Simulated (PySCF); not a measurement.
B(H)(SiH3)2 (BH₇Si₂), SMILES [SiH3]B[SiH3].

The structure is a stationary point at PBE-D3(BJ)/def2-SVP.

Calculation: CAM-B3LYP/def2-TZVPD (PySCF).

Symmetry labels are those of the subgroup C2 that the program uses (full group C2).

Computed valence orbital energies around the gap with their symmetry:
| orbital | symmetry | energy (eV) |
|---|---|---|
| HOMO−7 | B | -16.54 |
| HOMO−6 | A | -14.33 |
| HOMO−5 | A | -11.67 |
| HOMO−4 | B | -11.34 |
| HOMO−3 | B | -11.08 |
| HOMO−2 | A | -11.07 |
| HOMO−1 | A | -10.27 |
| HOMO | B | -9.35 |
| LUMO | B | -1.69 |
| LUMO+1 | A | 0.56 |
| LUMO+2 | A | 1.07 |
| LUMO+3 | B | 1.08 |
